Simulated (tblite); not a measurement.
Isomers of C6H8O3Si. Level: GFN2-xTB in tblite, geometry and Hessian alike; calculated harmonic values, unscaled, isolated species. Errors from tens to a few hundred cm⁻¹ against measured bands are possible. Modes of hydrogen on silicon can be 10 to 20 % off. One conformer each.

Electronic energies: GFN2-xTB at the same geometries; isomer energies are rough at this level and their order can be wrong.

```csv
SMILES,"electronic energy, lowest = 0 (kcal/mol)"
C[SiH2]c1ccc(C(=O)O)o1,27.1
COC(=O)c1coc([SiH3])c1,24.1
O=C(C[SiH2]O)c1ccco1,0.0
```

Problem. How do GFN2-xTB zero-point energies change the relative energies?

Solution. 
```tsv
SMILES	ZPE (kcal/mol)	of it from modes above 1550 cm⁻¹	electronic (kcal/mol)	with ZPE, lowest = 0 (kcal/mol)	lowest mode (cm⁻¹)	rings
O=C(C[SiH2]O)c1ccco1	78.9	36.2	0.0	0.0	35	1
COC(=O)c1coc([SiH3])c1	77.0	36.5	24.1	22.2	37	1
C[SiH2]c1ccc(C(=O)O)o1	78.4	36.0	27.1	26.6	17i	1
```

The zero-point energies span 1.9 kcal/mol, from `COC(=O)c1coc([SiH3])c1` to `O=C(C[SiH2]O)c1ccco1`. Slightly imaginary modes are left out of the zero-point energy: `C[SiH2]c1ccc(C(=O)O)o1` 16.9i cm⁻¹. The order is unchanged.
